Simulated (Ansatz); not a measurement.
```yaml
crystal:
  periodic: [false, false, false]
  atoms:
    - {symbol: P, position_ang: [-2.588401, -1.496298, -3.353584]}
    - {symbol: Ga, position_ang: [-2.908885, -1.806955, -0.839002]}
    - {symbol: P, position_ang: [0.784239, -3.776005, -0.167421]}
    - {symbol: Ga, position_ang: [0.961074, -4.054774, 2.477926]}
    - {symbol: P, position_ang: [0.958434, -1.606627, -3.352298]}
    - {symbol: Ga, position_ang: [-0.773196, -0.602457, -4.354928]}
    - {symbol: Ga, position_ang: [1.039279, -1.747744, -0.980134]}
    - {symbol: P, position_ang: [-1.049690, -0.528092, -0.243097]}
    - {symbol: P, position_ang: [0.900388, -1.739141, 2.829887]}
    - {symbol: Ga, position_ang: [-0.976204, -0.595188, 2.204900]}
    - {symbol: P, position_ang: [-0.959766, 1.639274, -3.380616]}
    - {symbol: Ga, position_ang: [-0.886591, 1.898551, -0.939760]}
    - {symbol: P, position_ang: [-3.049680, 2.629485, -0.030214]}
    - {symbol: P, position_ang: [-0.837427, 1.794201, 2.936511]}
    - {symbol: Ga, position_ang: [-3.090878, 2.772622, 2.431364]}
    - {symbol: P, position_ang: [2.976273, -0.281218, -0.132440]}
    - {symbol: Ga, position_ang: [3.122583, -0.694720, 2.378680]}
    - {symbol: Ga, position_ang: [2.901074, 1.656102, -1.168568]}
    - {symbol: P, position_ang: [1.039360, 2.723813, -0.078873]}
    - {symbol: P, position_ang: [2.809608, 1.695961, 2.986255]}
    - {symbol: Ga, position_ang: [0.868301, 2.875024, 2.346056]}
    - {symbol: H, position_ang: [-2.702529, -2.896769, -3.857196]}
    - {symbol: H, position_ang: [-3.695477, -1.153836, -3.942480]}
    - {symbol: H, position_ang: [-2.905047, -3.250044, -0.703070]}
    - {symbol: H, position_ang: [-4.130913, -0.725019, -0.454091]}
    - {symbol: H, position_ang: [-0.252800, -4.461596, -0.617049]}
    - {symbol: H, position_ang: [1.801855, -4.660435, -0.736099]}
    - {symbol: H, position_ang: [-0.296885, -4.622693, 2.824381]}
    - {symbol: H, position_ang: [2.514903, -4.710877, 2.865818]}
    - {symbol: H, position_ang: [1.004504, -2.885380, -3.799056]}
    - {symbol: H, position_ang: [2.271764, -1.145621, -3.862707]}
    - {symbol: H, position_ang: [-0.763277, -0.451409, -6.047202]}
    - {symbol: H, position_ang: [1.018269, -1.604741, 4.268992]}
    - {symbol: H, position_ang: [-2.400544, -1.306853, 2.721793]}
    - {symbol: H, position_ang: [-1.954913, 2.452364, -3.624130]}
    - {symbol: H, position_ang: [0.328521, 2.524756, -3.991292]}
    - {symbol: H, position_ang: [-3.981084, 1.790539, -0.645079]}
    - {symbol: H, position_ang: [-2.936262, 3.958941, -0.595852]}
    - {symbol: H, position_ang: [-0.965937, 1.616709, 4.418021]}
    - {symbol: H, position_ang: [-4.123751, 2.051998, 2.911940]}
    - {symbol: H, position_ang: [-2.911931, 4.320251, 2.827366]}
    - {symbol: H, position_ang: [3.983666, -1.103549, -0.515361]}
    - {symbol: H, position_ang: [4.383750, -1.250199, 2.710567]}
    - {symbol: H, position_ang: [2.231271, 1.400396, -2.743674]}
    - {symbol: H, position_ang: [4.212312, 2.250930, -0.919170]}
    - {symbol: H, position_ang: [1.071627, 3.997895, -0.563506]}
    - {symbol: H, position_ang: [2.888460, 1.605219, 4.459378]}
    - {symbol: H, position_ang: [4.109690, 2.290802, 2.756231]}
    - {symbol: H, position_ang: [0.951622, 4.545617, 2.811668]}
basis:
  gaussian: {orbitals: cc-pVDZ, fitting: {mean_field: def2-universal-jkfit}}
total_charge: 1
hamiltonian: {xc: {name: PBE0}, dispersion: d3bjatm}
scf: {lower_state_search: off}
output: {forces: true}
```

```sh
$ ansatz run in.yaml --threads 4 --pin off --events-out ev --progress --plain --max-ram 46080MiB --backend cuda --devices 0, --max-vram 37GiB
```

Output, abridged:

```
Functional definition: PBE0
4572 factors; integrals over basis functions are off by at most 3.9e-1 eV
mean field evaluation 1: about -626292.9019 eV, gradient 4.3e1 eV
mean field evaluation 2: about -626291.0275 eV, gradient 4.9e1 eV
mean field evaluation 4: about -626298.8660 eV, gradient 3.4e0 eV
mean field evaluation 8: about -626298.9094 eV, gradient 3.6e-1 eV
mean field evaluation 16: about -626298.9099 eV, gradient 6.8e-5 eV
mean field -626298.90993574 eV, -23016.0604194899 hartree, gradient 9.7e-6 eV, S^2 0.000000; 0 other end points of the search recorded, 0 dependent functions left out
reference -626298.91001847 eV, -23016.0604225304 hartree; 251, 251 occupied and 357, 357 virtual orbitals, 4572 factors
Total energy: -626302.27105146 eV, -23016.1839382146 hartree
Atom 0 force     1.392760    -3.334126     2.061763 eV/Å
Atom 1 force    -1.085937     3.167981    -0.211156 eV/Å
Atom 2 force     3.070000    -1.387156     2.153034 eV/Å
Atom 3 force     3.576957     0.109171    -0.650197 eV/Å
Atom 4 force     2.544260     1.277373     0.776068 eV/Å
Atom 5 force    -0.722848     1.614308    -2.964972 eV/Å
Atom 6 force    -0.188238     3.413637     0.509030 eV/Å
Atom 7 force     1.929009     0.283693     0.178089 eV/Å
Atom 8 force     2.103232     0.638977     0.891206 eV/Å
Atom 9 force    -1.720888     0.607884    -0.267990 eV/Å
Atom 10 force     5.367976    -0.064499     0.435847 eV/Å
Atom 11 force    -1.227844    -1.901260    -0.011520 eV/Å
Atom 12 force     2.175866     0.695382     0.296995 eV/Å
Atom 13 force    -3.883634    -3.135535     1.787721 eV/Å
Atom 14 force     4.002694     3.278484    -1.203756 eV/Å
Atom 15 force    -2.578622    -2.821854     1.951932 eV/Å
Atom 16 force    -3.558473     1.677039    -1.575447 eV/Å
Atom 17 force    -1.943728     0.620546    -2.632445 eV/Å
Atom 18 force     0.427199    -1.032749     0.981723 eV/Å
Atom 19 force     1.105104    -1.121951     1.268669 eV/Å
Atom 20 force     2.649236     3.995570    -0.601344 eV/Å
Atom 21 force     0.404286     1.081626     0.362324 eV/Å
Atom 22 force    -2.926985     1.407416    -1.738172 eV/Å
Atom 23 force     0.087090    -1.992639     0.252912 eV/Å
Atom 24 force     0.590480    -0.873294    -0.377759 eV/Å
Atom 25 force    -2.384952    -1.049455    -1.080682 eV/Å
Atom 26 force    -0.408611     0.574307     0.271852 eV/Å
Atom 27 force    -2.388553    -1.195701     0.536593 eV/Å
Atom 28 force    -1.477039     0.703647    -0.584106 eV/Å
Atom 29 force    -0.098902    -1.614249    -0.708201 eV/Å
Atom 30 force    -1.132426    -0.252087     0.326999 eV/Å
Atom 31 force     0.081714    -0.166535     1.526783 eV/Å
Atom 32 force    -0.288338    -0.137804    -0.387646 eV/Å
Atom 33 force     0.997640     0.536919    -0.241928 eV/Å
Atom 34 force    -2.608666     1.777631    -1.195863 eV/Å
Atom 35 force    -2.507031    -1.576934     1.137650 eV/Å
Atom 36 force    -0.551867     0.151029    -0.578236 eV/Å
Atom 37 force    -0.897914    -0.567895    -0.054912 eV/Å
Atom 38 force     0.378684     0.361818    -1.279509 eV/Å
Atom 39 force    -3.594985    -2.924108     1.618262 eV/Å
Atom 40 force     0.031093    -0.396136    -0.387583 eV/Å
Atom 41 force     1.520835    -0.734448    -0.770616 eV/Å
Atom 42 force     2.345524    -1.162913     0.762106 eV/Å
Atom 43 force     0.565184     0.206396     1.142492 eV/Å
Atom 44 force     1.537798     1.134061     0.192887 eV/Å
Atom 45 force     0.016421     1.476320    -0.417863 eV/Å
Atom 46 force    -0.156367     0.281820    -0.993553 eV/Å
Atom 47 force    -0.586170    -0.011627    -0.005400 eV/Å
Atom 48 force     0.017978    -1.618080    -0.502083 eV/Å
Dipole moment:     0.249604    -0.215332    -1.439662 e Å
Checks for a lower state left out: stability, starts, cluster_reference, orbital_swaps, neighbouring_geometries, increment
```

Hardware: 4 threads of AMD EPYC 7R13 on a shared host and a share (37 GiB) of an NVIDIA H100 80GB HBM3. Wall time 7.5 s, peak host memory 4.3 GiB.

The dipole of an ion depends on the origin.
